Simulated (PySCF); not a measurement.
# SnH⁺ at PBE

Computed with PBE; basis Sn def2-SVPD with ECP28, H def2-SVPD; scalar-relativistic core potentials; PySCF 2.14.

For SnH⁺, the state is ¹Σ⁺ (singlet), closed shell, the bond length is 1.791 Å and the harmonic wavenumber is 1739 cm⁻¹. The force constant is 1.78 mdyn/Å, the rotational constant Be is 5.259 cm⁻¹ and the anharmonicity ωexe is 23.7 cm⁻¹. The vibration–rotation constant αe is 0.121 cm⁻¹ and the well depth De to Sn⁺ + H is 62.8 kcal/mol. The dissociation energy D0 is 60.4 kcal/mol, the HOMO–LUMO gap is 2.52 eV and the bond order (Mayer) is 0.96. The dipole moment (positive dipole points towards H; it is taken about the centre of mass and depends on that origin) is -0.04 D.

These are scalar-relativistic numbers at best; spin–orbit coupling would shift them, the dissociation energy most. For an ion De counts to the pair picked by the measured ionisation energies or electron affinities, which need not be the lowest pair at this level.
